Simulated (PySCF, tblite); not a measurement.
Isomers of C6H8F3OP, one GFN2-xTB conformer each. Single-point energies are computed at PBE0/pcSseg-1 (PySCF, gas phase, no added dispersion term), electronic only.

| SMILES | GFN2-xTB relative energy (kcal/mol) |
| --- | --- |
| C[P@]1(=O)C=C(C(F)(F)F)CC1 | 0.0 |
| C=C[P@](=O)(CC)C(F)=C(F)F | 42.0 |
| FC(F)=C(F)P1CCOCC1 | 52.4 |

Conformers: `[CH3:1][P@:2]1(=[O:3])[CH:4]=[C:5]([C:6]([F:7])([F:8])[F:9])[CH2:10][CH2:11]1` with C1–P2–C4–C5 -98°, C4–C5–C10–C11 -16°, C5–C10–C11–P2 23°, C1–P2–C11–C10 86°; `[CH2:1]=[CH:2][P@:3](=[O:4])([CH2:5][CH3:6])[C:7]([F:8])=[C:9]([F:10])[F:11]` with C1–C2–P3–O4 -1°, C2–P3–C5–C6 176°, C2–P3–C7–F8 114°; `[F:1][C:2]([F:3])=[C:4]([F:5])[P:6]1[CH2:7][CH2:8][O:9][CH2:10][CH2:11]1` with C2–C4–P6–C7 59°, C4–P6–C7–C8 155°, P6–C7–C8–O9 -66°, C7–C8–O9–C10 66°, C8–O9–C10–C11 -66°.

Question: What does PBE0/pcSseg-1 give for the same structures?

Answer: 
```json
{"SMILES": "C[P@]1(=O)C=C(C(F)(F)F)CC1", "PBE0/pcSseg-1 E (Eh)": "-948.75275", "PBE0/pcSseg-1 (kcal/mol)": "0.0", "GFN2-xTB (kcal/mol)": "0.0", "point group": "C1"}
{"SMILES": "C=C[P@](=O)(CC)C(F)=C(F)F", "PBE0/pcSseg-1 E (Eh)": "-948.66605", "PBE0/pcSseg-1 (kcal/mol)": "54.4", "GFN2-xTB (kcal/mol)": "42.0", "point group": "C1"}
{"SMILES": "FC(F)=C(F)P1CCOCC1", "PBE0/pcSseg-1 E (Eh)": "-948.65999", "PBE0/pcSseg-1 (kcal/mol)": "58.2", "GFN2-xTB (kcal/mol)": "52.4", "point group": "C1"}
```

Both levels put the same isomer lowest; measured from each level's own lowest isomer, the values differ by up to 12.4 kcal/mol (C=C[P@](=O)(CC)C(F)=C(F)F: 42.0 against 54.4). As drawn, the lowest has a P=O bond, which the highest lacks.

Question: Which frontier levels, dipoles and rotational constants go with these structures?

Answer: 
| SMILES | HOMO (eV, PBE0/pcSseg-1) | LUMO (eV) | dipole (D) | A, B, C (MHz) |
| --- | --- | --- | --- | --- |
| C[P@]1(=O)C=C(C(F)(F)F)CC1 | -7.90 | -1.34 | 3.50 | 1980, 536.4, 519.7 |
| C=C[P@](=O)(CC)C(F)=C(F)F | -7.63 | -0.94 | 3.47 | 1156, 841.9, 589.3 |
| FC(F)=C(F)P1CCOCC1 | -6.79 | -0.10 | 1.25 | 1902, 578.2, 482.3 |

Question: What happens when harmonic zero-point energies from GFN2-xTB frequencies are added?

Answer: 
| SMILES | ZPE (kcal/mol) | electronic (kcal/mol) | with ZPE (kcal/mol) |
| --- | --- | --- | --- |
| C[P@]1(=O)C=C(C(F)(F)F)CC1 | 82.6 | 0.0 | 0.0 |
| C=C[P@](=O)(CC)C(F)=C(F)F | 81.4 | 54.4 | 53.2 |
| FC(F)=C(F)P1CCOCC1 | 83.6 | 58.2 | 59.2 |

The zero-point energies span 2.2 kcal/mol. The order is unchanged.
